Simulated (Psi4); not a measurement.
HgI, charge +1, singlet, at a GFN2-xTB geometry (such geometries of metal compounds can be far from the true shape) (core potentials on Hg, I); REVPBE/def2-TZVP run with Psi4 1.11.

Here is a job for Psi4.
```
memory 2 GB

molecule {
1 1
Hg   -0.00000000   -0.00000000   -1.01427299
I     0.00000000    0.00000000    1.53097810
}

set {
  basis def2-tzvp
}

energy('revpbe')
print_variables()
```

What does Psi4 print? Leave out banner, timings and long lists.


```
   => Loading Basis Set <=

    Name: DEF2-TZVP
    Role: ORBITAL
    Keyword: BASIS

    !!!  WARNING: ECP capability is in beta. Please check occupations closely.  !!!

         ---------------------------------------------------------
                                   SCF
               by Justin Turney, Rob Parrish, Andy Simmonett
                          and Daniel G. A. Smith
                              RKS Reference
         ---------------------------------------------------------

  ==> Geometry <==

    Molecular point group: c2v
    Full point group: C_inf_v

    Geometry (in Angstrom), charge = 1, multiplicity = 1:

       Center              X                  Y                   Z               Mass
    ------------   -----------------  -----------------  -----------------  -----------------
         HG           0.000000000000     0.000000000000    -0.982147114216   201.970643400000
         I            0.000000000000     0.000000000000     1.563103975784   126.904471900000

  Running in c2v symmetry.

  Rotational constants: A = ************  B =      0.03339  C =      0.03339 [cm^-1]
  Rotational constants: A = ************  B =   1000.97164  C =   1000.97164 [MHz]
  Nuclear repulsion =  103.953832442912343

  Charge       = 1
  Multiplicity = 1
  Electrons    = 44
  Nalpha       = 22
  Nbeta        = 22

  ==> Algorithm <==

  SCF Algorithm Type is DF.
  DIIS enabled.
  MOM disabled.
  Fractional occupation disabled.
  Guess Type is SAD.
  Energy threshold   = 1.00e-06
  Density threshold  = 1.00e-06
  Integral threshold = 1.00e-12

  ==> Primary Basis <==

  Basis Set: DEF2-TZVP
    Blend: DEF2-TZVP
    Number of shells: 31
    Number of basis functions: 93
    Number of Cartesian functions: 108
    Spherical Harmonics?: true
    Max angular momentum: 3

  Core potential: DEF2-TZVP
    Number of shells: 8
    Number of ECP primitives: 39
    Number of ECP core electrons: 88
    Max angular momentum: 3

  ==> DFT Potential <==

   => LibXC <=

    Version 7.1.2
    S. Lehtola, C. Steigemann, M. J. T. Oliveira, and M. A. L. Marques,  SoftwareX 7, 1–5 (2018) (10.1016/j.softx.2017.11.002)

   => Composite Functional: REVPBE <=

    revPBE GGA Exchange-Correlation Functional

    Y. Zhang and W. Yang, Phys. Rev. Lett. 80, 890, 1998

    Deriv               =              1
    GGA                 =           TRUE
    Meta                =          FALSE

    Exchange Hybrid     =          FALSE
    MP2 Hybrid          =          FALSE

   => Exchange Functionals <=

    1.0000   XC_GGA_X_PBE_R

   => Correlation Functionals <=

    1.0000     XC_GGA_C_PBE

   => LibXC Density Thresholds  <==

    XC_GGA_C_PBE:  1.00E-12
    XC_GGA_X_PBE_R:  1.00E-15

   => Molecular Quadrature <=

    Radial Scheme          =       TREUTLER
    Pruning Scheme         =           NONE
    Nuclear Scheme         =       TREUTLER

    Blocking Scheme        =         OCTREE
    BS radius alpha        =              1
    Pruning alpha          =              1
    Radial Points          =             75
    Spherical Points       =            302
    Total Points           =          42782
    Total Blocks           =            420
    Max Points             =            256
    Max Functions          =             91
    Weights Tolerance      =       1.00E-15

   => Loading Basis Set <=

    Name: (DEF2-TZVP AUX)
    Role: JKFIT
    Keyword: DF_BASIS_SCF

  ==> Integral Setup <==

  SCF_SUBTYPE=INCORE selected. In-core MEM_DF algorithm will be used.
  Using in-core AOs.

  ==> MemDFJK: Density-Fitted J/K Matrices <==

    J tasked:                   Yes
    K tasked:                    No
    wK tasked:                   No
    Algorithm:                 Core
    Schwarz Cutoff:           1E-12
    Mask sparsity (%):       1.1100
    Fitting Condition:        1E-10

   => Auxiliary Basis Set <=

  Basis Set: (DEF2-TZVP AUX)
    Blend: DEF2-UNIVERSAL-JKFIT
    Number of shells: 97
    Number of basis functions: 465
    Number of Cartesian functions: 674
    Spherical Harmonics?: true
    Max angular momentum: 6

  Minimum eigenvalue in the overlap matrix is 4.7107017674E-03.
  Reciprocal condition number of the overlap matrix is 1.1355432931E-03.
    Using symmetric orthogonalization.

  ==> Pre-Iterations <==

  SCF Guess: Superposition of Atomic Densities via on-the-fly atomic UHF (no occupation information).

   -------------------------
    Irrep   Nso     Nmo
   -------------------------
     A1        40      40
     A2         9       9
     B1        22      22
     B2        22      22
   -------------------------
    Total      93      93
   -------------------------

  ==> Iterations <==

                           Total Energy        Delta E     RMS |[F,P]|

   @DF-RKS iter SAD:  -448.66072350230576   -4.48661e+02   0.00000e+00
   @DF-RKS iter   1:  -450.58733330290619   -1.92661e+00   1.86209e-02 ADIIS/DIIS
   @DF-RKS iter   2:  -446.35943390174759    4.22790e+00   4.39907e-02 ADIIS/DIIS
   @DF-RKS iter   3:  -450.98299929323451   -4.62357e+00   7.91555e-03 ADIIS/DIIS
   @DF-RKS iter   4:  -450.98733988818327   -4.34059e-03   5.49924e-03 ADIIS/DIIS
   @DF-RKS iter   5:  -451.02661248349551   -3.92726e-02   1.28693e-03 ADIIS/DIIS
   @DF-RKS iter   6:  -451.02874070917636   -2.12823e-03   4.33320e-04 ADIIS/DIIS
   @DF-RKS iter   7:  -451.02897491804680   -2.34209e-04   2.12664e-04 ADIIS/DIIS
   @DF-RKS iter   8:  -451.02908858277681   -1.13665e-04   3.68329e-05 DIIS
   @DF-RKS iter   9:  -451.02909156004046   -2.97726e-06   1.00902e-06 DIIS
   @DF-RKS iter  10:  -451.02909156175900   -1.71855e-09   3.77534e-07 DIIS
  Energy and wave function converged.

  ==> Post-Iterations <==

   Electrons on quadrature grid:
      Ntotal   =   43.9999898465 ; deviation = -1.015e-05

    Orbital Energies [Eh]
    ---------------------

    Doubly Occupied:

       1A1    -6.847915     2A1    -4.920989     1B1    -4.900769
       1B2    -4.900769     3A1    -4.583359     4A1    -2.765547
       2B2    -2.753213     2B1    -2.753213     5A1    -2.055235
       3B1    -2.049257     3B2    -2.049257     1A2    -2.032955
       6A1    -2.032931     7A1    -0.866434     8A1    -0.683249
       4B2    -0.674178     4B1    -0.674178     9A1    -0.658324
       2A2    -0.658314    10A1    -0.551604     5B2    -0.450523
       5B1    -0.450523

    Virtual:

      11A1    -0.417803     6B2    -0.243006     6B1    -0.243006
      12A1    -0.175595    13A1    -0.104650     7B2    -0.060029
       7B1    -0.060029    14A1    -0.051523    15A1    -0.019046
       3A2    -0.012990    16A1    -0.012989     8B2     0.009998
       8B1     0.009998     9B2     0.020819     9B1     0.020819
      17A1     0.121870     4A2     0.121872    18A1     0.135040
      19A1     0.204311    10B2     0.222684    10B1     0.222684
      20A1     0.407677    21A1     0.520663    11B2     0.578893
      11B1     0.578893     5A2     0.580769    22A1     0.580773
      12B2     0.594273    12B1     0.594273    13B2     0.781420
      13B1     0.781420    23A1     0.823726    14B2     0.889129
      14B1     0.889129    24A1     1.002450    25A1     1.083207
       6A2     1.083211    15B2     1.118051    15B1     1.118051
      26A1     1.199282     7A2     1.234173    27A1     1.234179
      16B2     1.234816    16B1     1.234816    17B2     1.308068
      17B1     1.308068    28A1     1.362270     8A2     1.362287
      29A1     1.377609    18B2     1.403190    18B1     1.403190
      30A1     1.538661    31A1     2.140112     9A2     2.700083
      32A1     2.700297    19B2     2.710672    19B1     2.710672
      20B1     2.734257    20B2     2.734257    33A1     2.923077
      34A1     3.882477    21B2    32.119443    21B1    32.119443
      35A1    32.984960    22B1    34.127806    22B2    34.127806
      36A1    34.248770    37A1    35.003936    38A1    42.326848
      39A1   117.833639    40A1   124.149215

    Final Occupation by Irrep:
             A1    A2    B1    B2
    DOCC [    10,    2,    5,    5 ]
    NA   [    10,    2,    5,    5 ]
    NB   [    10,    2,    5,    5 ]

  @DF-RKS Final Energy:  -451.02909156175900

   => Energetics <=

    Nuclear Repulsion Energy =            103.9538324429123435
    One-Electron Energy =                -984.1248601449300395
    Two-Electron Energy =                 465.1782944667586435
    DFT Exchange-Correlation Energy =     -36.0363583264999434
    Empirical Dispersion Energy =           0.0000000000000000
    VV10 Nonlocal Energy =                  0.0000000000000000
    Total Energy =                       -451.0290915617590031

Computation Completed

Properties will be evaluated at   0.000000,   0.000000,   0.000000 [a0]

Properties computed using the SCF density matrix

 Multipole Moments:

 ------------------------------------------------------------------------------------
     Multipole            Electronic (a.u.)      Nuclear  (a.u.)        Total (a.u.)
 ------------------------------------------------------------------------------------

 L = 1.  Multiply by 2.5417464519 to convert [e a0] to [Debye]
 Dipole X            :          0.0000000            0.0000000            0.0000000
 Dipole Y            :          0.0000000            0.0000000            0.0000000
 Dipole Z            :        -37.4559486           36.7261793           -0.7297693
 Magnitude           :                                                    0.7297693

 ------------------------------------------------------------------------------------

  Variable Map:
  ----------------------------------------------------------------------------
  "CURRENT ENERGY"              =>    -451.029091561759
  "CURRENT REFERENCE ENERGY"    =>    -451.029091561759
  "DD SOLVATION ENERGY"         =>       0.000000000000
  "DFT FUNCTIONAL TOTAL ENERGY" =>    -451.029091561759
  "DFT TOTAL ENERGY"            =>    -451.029091561759
  "DFT VV10 ENERGY"             =>       0.000000000000
  "DFT XC ENERGY"               =>     -36.036358326500
  "GRID ELECTRONS ALPHA"        =>      21.999994923240
  "GRID ELECTRONS BETA"         =>      21.999994923240
  "GRID ELECTRONS TOTAL"        =>      43.999989846479
  "NUCLEAR REPULSION ENERGY"    =>     103.953832442912
  "ONE-ELECTRON ENERGY"         =>    -984.124860144930
  "PCM POLARIZATION ENERGY"     =>       0.000000000000
  "PE ENERGY"                   =>       0.000000000000
  "SCF ITERATION ENERGY"        =>    -451.029091561759
  "SCF ITERATIONS"              =>      10.000000000000
  "SCF TOTAL ENERGY"            =>    -451.029091561759
  "TWO-ELECTRON ENERGY"         =>     465.178294466759
  "XC GRID RADIAL POINTS"       =>      75.000000000000
  "XC GRID SPHERICAL POINTS"    =>     302.000000000000
  "XC GRID TOTAL POINTS"        =>   42782.000000000000

  Array Variable Map:
  ----------------------------------------------------------------------------
  "CURRENT DIPOLE"              =>       0.000000000000 ... -0.729769340698 1 by 3
  "SCF DIPOLE"                  =>       0.000000000000 ... -0.729769340698 1 by 3
  "SCF TOTAL ENERGIES"          =>    -448.660723502306 ... -451.029091561759 1 by 11
```
